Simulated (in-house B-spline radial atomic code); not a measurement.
## Solving the quasi-particle equation for 4s up of Rb⁸⁺

Configuration [Ar] 3d10 4s1, highest spin, start LDA VWN5; correlation leaves out the deepest shell. Computed with a B-spline radial code for spherical atoms: all electrons, scalar-relativistic (spin-free one-electron X2C), finite nucleus, each spin shell either full or empty, empty states to l = 9 with an (l + 1/2)⁻⁴ tail; G0W0 by contour deformation at full frequency.

At the mean-field level ε = -144.374 eV the matrix elements are Σx = -28.059 eV, v_xc = -22.568 eV and Σc(ε) = -2.279 eV, and the slope of the correlation self-energy is dΣc/dω = -0.0269. The quasi-particle energy solves E = ε + Σx − v_xc + Σc(E).

**Question.** What does the linearised equation give?

**Answer.** Z = 1/(1 − dΣc/dω) = 1/1.0269 = 0.9738. The first-order shift is Σx − v_xc + Σc(ε) = -28.059 − (-22.568) + (-2.279) = -7.770 eV, so E ≈ ε + Z × shift = -144.374 + 0.9738 × (-7.770) = -151.940 eV.

**Question.** How does that compare with the full solution and with static screening?

**Answer.** Solving the equation at full frequency dependence gives E = -151.961 eV, where Σc = -2.095 eV and the weight is 0.979; the linearised value is off by 20 meV. Leaving Z out would give -152.144 eV. Static COHSEX puts -4.023 eV in place of Σc and gives -153.888 eV, 1.93 eV deeper. The tabulated removal energy is 150.628 ± 0.025 eV (NIST, measured); the run leaves out spin-orbit coupling, Breit and QED terms.
